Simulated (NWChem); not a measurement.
System: MgSiNH₅; SMILES [NH2][Mg][SiH3]

NWChem input:

```
start job
memory heap 200 mb stack 900 mb global 1100 mb
geometry units angstroms noautoz
  Mg    -0.191720     0.705903    -0.000533
  N     -0.211025     2.599076    -0.001396
  H     -0.241654     3.206846     0.812843
  H     -0.191250     3.206826    -0.815981
  Si    -0.168495    -1.868751     0.000556
  H     -0.495655    -2.452958    -1.345215
  H     -1.164607    -2.461953     0.957024
  H      1.164996    -2.445432     0.384819
end
basis spherical
  * library def2-svp
end
dft
  xc xpbe96 cpbe96
  iterations 150
  mulliken
end
task dft energy
```

Output (shortened):

```
             Northwest Computational Chemistry Package (NWChem) 7.3.0
             --------------------------------------------------------

 C1  symmetry detected

                             Geometry "geometry" -> ""
                             -------------------------

 Output coordinates in angstroms (scale by  1.889725989 to convert to a.u.)

  No.       Tag          Charge          X              Y              Z
 ---- ---------------- ---------- -------------- -------------- --------------
    1 Mg                  12.0000     0.00011819    -0.71763155     0.00093961
    2 N                    7.0000     0.00006372    -2.61090255    -0.00059518
    3 H                    1.0000     0.81492811    -3.21860602    -0.00018818
    4 H                    1.0000    -0.81467555    -3.21876744    -0.00044109
    5 Si                  14.0000     0.00020182     1.85712726    -0.00000333
    6 H                    1.0000    -1.33481277     2.43769649    -0.37431132
    7 H                    1.0000     0.98710779     2.44133664    -0.97143257
    8 H                    1.0000     0.34276250     2.44645511     1.33931073

 Effective nuclear repulsion energy (a.u.)     108.5699785558

  pbe96 is a nonlocal functional; adding pw91lda local functional.

                                 NWChem DFT Module
                                 -----------------

 Summary of "ao basis" -> "ao basis" (spherical)
 ------------------------------------------------------------------------------
       Tag                 Description            Shells   Functions and Types
 ---------------- ------------------------------  ------  ---------------------
 Mg                         def2-svp                 8       18   4s3p1d
 N                          def2-svp                 6       14   3s2p1d
 H                          def2-svp                 3        5   2s1p
 Si                         def2-svp                 8       18   4s3p1d

            General Information
            -------------------
          SCF calculation type: DFT
          Wavefunction type:  closed shell.
          No. of atoms     :     8
          No. of electrons :    38
           Alpha electrons :    19
            Beta electrons :    19
          Charge           :     0
          Spin multiplicity:     1
          Use of symmetry is: off; symmetry adaption is: off
          Maximum number of iterations: 150
          AO basis - number of functions:    75
                     number of shells:    37
          Convergence on energy requested:  1.00D-06
          Convergence on density requested:  1.00D-05
          Convergence on gradient requested:  5.00D-04

              XC Information
              --------------
          PerdewBurkeErnzerhof Exchange Functional  1.000
            Perdew 1991 LDA Correlation Functional  1.000 local
           PerdewBurkeErnz. Correlation Functional  1.000 non-local

             Grid Information
             ----------------
          Grid used for XC integration:  medium
          Radial quadrature: Mura-Knowles
          Angular quadrature: Lebedev.
          Tag              B.-S. Rad. Rad. Pts. Rad. Cut. Ang. Pts.
          ---              ---------- --------- --------- ---------
          Mg                  1.50       88          10.0       590
          N                   0.65       49          13.0       434
          H                   0.35       45          14.0       434
          Si                  1.10       88          12.0       590
          Grid pruning is: on
          Number of quadrature shells:   450
          Spatial weights used:  Erf1

      Superposition of Atomic Density Guess
      -------------------------------------

 Sum of atomic energies:        -545.01393167

      Non-variational initial energy
      ------------------------------

 Total energy =    -545.715337
 1-e energy   =    -971.489311
 2-e energy   =     317.203996
 HOMO         =      -0.299555
 LUMO         =      -0.036117

     ---------------------------------------------
      Total Density - Mulliken Population Analysis
     ---------------------------------------------

    Atom       Charge   Shell Charges
 -----------   ------   -------------------------------------------------------
    1 Mg  12    11.21   2.00  1.99  0.72  0.18  5.99  0.16  0.09  0.08
    2 N    7     8.15   1.99  1.05  0.52  2.68  1.91  0.00
    3 H    1     0.76   0.60  0.12  0.05
    4 H    1     0.76   0.60  0.12  0.05
    5 Si  14    13.92   2.00  1.99  1.03  0.31  5.94  1.12  1.45  0.08
    6 H    1     1.06   0.69  0.37  0.01
    7 H    1     1.06   0.69  0.37  0.01
    8 H    1     1.06   0.69  0.37  0.01

   convergence    iter        energy       DeltaE   RMS-Dens  Diis-err
 ---------------- ----- ----------------- --------- --------- ---------
 d= 0,ls=0.0,diis     1   -546.6913034668 -6.55D+02  3.21D-02  5.99D-01
 d= 0,ls=0.0,diis     2   -545.5478428441  1.14D+00  2.80D-02  6.28D+00
 d= 0,ls=0.0,diis     3   -546.7708561073 -1.22D+00  3.77D-03  3.59D-02
 d= 0,ls=0.0,diis     4   -546.7759023281 -5.05D-03  1.79D-03  8.52D-03
 d= 0,ls=0.0,diis     5   -546.7773236974 -1.42D-03  4.73D-04  7.91D-04
  Resetting Diis
 d= 0,ls=0.0,diis     6   -546.7774853841 -1.62D-04  6.36D-05  4.02D-05
 d= 0,ls=0.0,diis     7   -546.7774913008 -5.92D-06  5.63D-05  2.27D-06
 d= 0,ls=0.0,diis     8   -546.7774897551  1.55D-06  3.14D-05  1.47D-05
 d= 0,ls=0.0,diis     9   -546.7774917183 -1.96D-06  5.63D-06  8.84D-08
 d= 0,ls=0.0,diis    10   -546.7774917373 -1.90D-08  1.11D-06  5.26D-09

         Total DFT energy =     -546.777491737315
      One electron energy =     -974.437420159054
           Coulomb energy =      364.865545102626
    Exchange-Corr. energy =      -45.775595236657
 Nuclear repulsion energy =      108.569978555770

 Numeric. integr. density =       37.999990944618

                       DFT Final Molecular Orbital Analysis
                       ------------------------------------

 Vector   17  Occ=2.000000D+00  E=-2.906696D-01
              MO Center=  2.9D-01,  2.2D+00,  3.4D-01, r^2= 2.2D+00
   Bfn.  Coefficient  Atom+Function         Bfn.  Coefficient  Atom+Function
  ----- ------------  ---------------      ----- ------------  ---------------
    71      0.361573  8 H  s                 52      0.292539  5 Si pz
    66     -0.253722  7 H  s                 55      0.238041  5 Si pz
    72      0.192407  8 H  s                 49     -0.169725  5 Si pz
    67     -0.135446  7 H  s                 61     -0.107873  6 H  s
    62     -0.057756  6 H  s                 57      0.034331  5 Si d -1

 Vector   18  Occ=2.000000D+00  E=-2.211974D-01
              MO Center=  5.3D-04,  9.2D-01,  7.7D-04, r^2= 3.3D+00
   Bfn.  Coefficient  Atom+Function         Bfn.  Coefficient  Atom+Function
  ----- ------------  ---------------      ----- ------------  ---------------
     3      0.323111  1 Mg s                 54     -0.320132  5 Si py
    51     -0.304635  5 Si py                 9      0.180690  1 Mg py
    48      0.172016  5 Si py                 2      0.161978  1 Mg s
    21     -0.147296  2 N  s                 23      0.141060  2 N  py
     6      0.131736  1 Mg py                45      0.130985  5 Si s

 Vector   19  Occ=2.000000D+00  E=-1.777801D-01
              MO Center=  5.3D-05, -2.5D+00, -5.5D-04, r^2= 1.3D+00
   Bfn.  Coefficient  Atom+Function         Bfn.  Coefficient  Atom+Function
  ----- ------------  ---------------      ----- ------------  ---------------
    24      0.546662  2 N  pz                27     -0.441722  2 N  pz
    13     -0.176853  1 Mg pz                15      0.100021  1 Mg d -1
    10     -0.088792  1 Mg pz                 7     -0.068410  1 Mg pz
    72      0.033865  8 H  s                 55     -0.028416  5 Si pz
    37     -0.025113  3 H  pz                42     -0.025112  4 H  pz

 Vector   20  Occ=0.000000D+00  E=-4.920353D-02
              MO Center= -2.2D-02, -5.8D-01,  3.6D-03, r^2= 7.2D+00
   Bfn.  Coefficient  Atom+Function         Bfn.  Coefficient  Atom+Function
  ----- ------------  ---------------      ----- ------------  ---------------
     4      0.992580  1 Mg s                 46     -0.672502  5 Si s
    21     -0.440390  2 N  s                 54      0.377016  5 Si py
     3      0.342534  1 Mg s                 45     -0.307496  5 Si s
     2      0.184330  1 Mg s                 44     -0.173298  5 Si s
    20     -0.164598  2 N  s                 12      0.148451  1 Mg py

 Vector   21  Occ=0.000000D+00  E=-4.684545D-02
              MO Center=  5.1D-02, -1.1D-02,  3.2D-02, r^2= 5.3D+00
   Bfn.  Coefficient  Atom+Function         Bfn.  Coefficient  Atom+Function
  ----- ------------  ---------------      ----- ------------  ---------------
    11      0.709748  1 Mg px                62      0.342662  6 H  s
    53      0.287406  5 Si px                 8      0.253003  1 Mg px
    67     -0.252041  7 H  s                  5      0.160121  1 Mg px
    61      0.138111  6 H  s                 14      0.128528  1 Mg d -2
    66     -0.101380  7 H  s                 56     -0.091903  5 Si d -2

 Vector   22  Occ=0.000000D+00  E=-3.676881D-02
              MO Center= -3.4D-02,  1.0D-01, -3.9D-02, r^2= 5.4D+00
   Bfn.  Coefficient  Atom+Function         Bfn.  Coefficient  Atom+Function
  ----- ------------  ---------------      ----- ------------  ---------------
    13      0.648547  1 Mg pz                72     -0.391534  8 H  s
    55      0.344374  5 Si pz                67      0.281167  7 H  s
    10      0.228810  1 Mg pz                15      0.197394  1 Mg d -1
    24      0.175914  2 N  pz                27     -0.152229  2 N  pz
    71     -0.149644  8 H  s                  7      0.141443  1 Mg pz

     ---------------------------------------------
      Total Density - Mulliken Population Analysis
     ---------------------------------------------

    Atom       Charge   Shell Charges
 -----------   ------   -------------------------------------------------------
    1 Mg  12    11.65   2.00  1.98  0.76  0.09  5.97  0.38  0.28  0.19
    2 N    7     7.47   1.99  0.98  0.50  2.41  1.59  0.01
    3 H    1     0.89   0.71  0.13  0.05
    4 H    1     0.89   0.71  0.13  0.05
    5 Si  14    13.96   2.00  1.98  1.09  0.23  5.92  1.31  1.35  0.09
    6 H    1     1.05   0.72  0.32  0.01
    7 H    1     1.05   0.72  0.32  0.01
    8 H    1     1.05   0.72  0.32  0.01

     -------------------------------------------
      Total Density - Lowdin Population Analysis
     -------------------------------------------

    Atom       Charge   Shell Charges
 -----------   ------   -------------------------------------------------------
    1 Mg  12    11.92   2.00  1.95  0.54  0.21  5.83  0.60  0.41  0.37
    2 N    7     7.23   1.97  0.72  0.46  2.21  1.85  0.02
    3 H    1     0.92   0.59  0.21  0.13
    4 H    1     0.92   0.59  0.21  0.13
    5 Si  14    13.83   2.00  1.94  0.68  0.37  5.82  1.33  1.55  0.14
    6 H    1     1.06   0.63  0.41  0.02
    7 H    1     1.06   0.63  0.41  0.02
    8 H    1     1.06   0.63  0.41  0.02

     Multipole analysis of the density
     ---------------------------------

     L   x y z        total         alpha         beta         nuclear
     -   - - -        -----         -----         ----         -------
     0   0 0 0      0.000000    -19.000000    -19.000000     38.000000

     1   1 0 0      0.001179      0.000590      0.000590      0.000000
     1   0 1 0     -0.630594     -0.315297     -0.315297     -0.000000
     1   0 0 1      0.002972      0.001486      0.001486      0.000000

     2   2 0 0    -22.207967    -18.605715    -18.605715     15.003462
     2   1 1 0      0.002154      0.006557      0.006557     -0.010961
     2   1 0 1      0.000381      0.000192      0.000192     -0.000002
     2   0 2 0    -28.180143   -265.475230   -265.475230    502.770317
     2   0 1 1     -0.002525      0.003670      0.003670     -0.009866
     2   0 0 2    -25.325610    -17.800775    -17.800775     10.275940
```

Level: PBE/def2-SVP. Geometry: optimised at PBE0/def2-SVP.
